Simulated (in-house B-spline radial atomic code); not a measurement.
# Ionising the cerium ion Ce³⁸⁺ with different functionals

Computed with a radial B-spline atomic code at the basis-set limit: scalar-relativistic (spin-free X2C) Hamiltonian, Fermi nucleus of rms radius 4.8771 fm, spin-polarised at highest spin, spherical fractional occupations for the functionals, the average over the highest-spin determinants for Hartree-Fock. The ionisation energy is the difference of two self-consistent energies, [Ar] 3d2 → [Ar] 3d1, without Breit or QED terms; ε is the level of the shell that loses the electron (its least bound occupied spin orbital). There is no spin-orbit coupling in this Hamiltonian.

Hybrids are left out here: with spherical fractional occupations of an open shell their exact exchange keeps a self-interaction that integer-occupation calculations don't have.

```json
{"method": "Hartree-Fock", "rung": "Hartree-Fock", "ΔSCF (eV)": "2692.6", "-ε(3d) (eV)": "2694.5"}
{"method": "LDA VWN5", "rung": "LDA", "ΔSCF (eV)": "2693.5", "-ε(3d) (eV)": "2643.6"}
{"method": "PBE", "rung": "GGA", "ΔSCF (eV)": "2693.4", "-ε(3d) (eV)": "2643.6"}
{"method": "r2SCAN", "rung": "meta-GGA", "ΔSCF (eV)": "2693.0", "-ε(3d) (eV)": "2644.1"}
```

Q: How do they compare with the NIST value?

A: NIST lists 2706 eV ± 4 (tabulated theory, ground level to ground level). Errors run from -13.4 to -12.5 eV. The correlated functionals all miss on the same side by more than they spread, so the cause is common to them (spin-orbit coupling, Breit-QED terms, multiplet and fine-structure energies, or a listed next ion that isn't the cheapest removal here) and closeness doesn't rank the functionals. Hartree-Fock also lacks correlation.
